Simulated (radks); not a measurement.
Values are calculated unless marked as measured or tabulated.
Task: Ionisation of the chromium ion Cr2+, [Ar] 3d4, to [Ar] 3d3 as the strength of local exchange is varied. Level of theory: non-relativistic Kohn-Sham, Slater X-alpha exchange (alpha = 2/3 is LDA exchange), no correlation, spin-polarised, spherical densities, point nucleus; open shells are filled with parallel spins first (a radial shooting solver on a logarithmic mesh with Libxc functionals).

alpha  E(Cr2+) (hartree)  exchange (hartree)  IE (eV)  -e of the level emptied (eV)  <r> of it (bohr)
0.603        -1035.22233           -39.56383   29.701                   22.044 (3d)             1.244
0.608        -1035.55044           -39.90420   29.813                   22.143 (3d)             1.242
0.667        -1039.42977           -43.93566   31.156                   23.331 (3d)             1.217
0.768        -1046.10327           -50.90123   33.546                   25.466 (3d)             1.177
0.881        -1053.61827           -58.78996   36.353                   28.004 (3d)             1.136
0.955        -1058.56731           -64.01037   38.266                   29.750 (3d)             1.112
x            -1061.78917           -67.41948   39.539                   30.917 (3d)             1.097

Which alpha was used in the last row?

Result: alpha = 1.003. NIST Atomic Spectra Database: 30.96 eV (measured). The Delta-SCF value meets it near alpha = 0.66. Open shells are spherical and high-spin; term and fine-structure splittings are not resolved.
